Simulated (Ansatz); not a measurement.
Basis-set extrapolation for CH8O4Si2 (`C[SiH](O)[Si](O)(O)O`) (PBE0-D4/def2-TZVP geometry, frozen core, the Gaussian-basis code of Ansatz). Multiplicity 1, RHF reference.

```csv
,def2-TZVPP,def2-QZVPP
HF,-920.253776,-920.289101
MP2 correlation,-1.375576,-1.485950
CCSD(T) correlation,-1.466030,not run
```

Energies in hartree. Use E(X) = E(∞) + A·exp(−7.88·√X) for Hartree–Fock and E(X) = E(∞) + B·X^(−2.97) for correlation, with X = 3 and 4, and add CCSD(T) minus MP2 of the smaller set to the MP2 limit.

What is the CCSD(T) energy at the basis-set limit?

HF limit: -920.289101 + (-0.035325) × 0.13774 = -920.29397. MP2 limit: -1.485950 + (-0.110374) × 0.74074 = -1.56771. Higher-order term: -1.466030 − (-1.375576) = -0.09045. Total: -921.95213 hartree, 6.32 eV below CCSD(T)/def2-TZVPP.
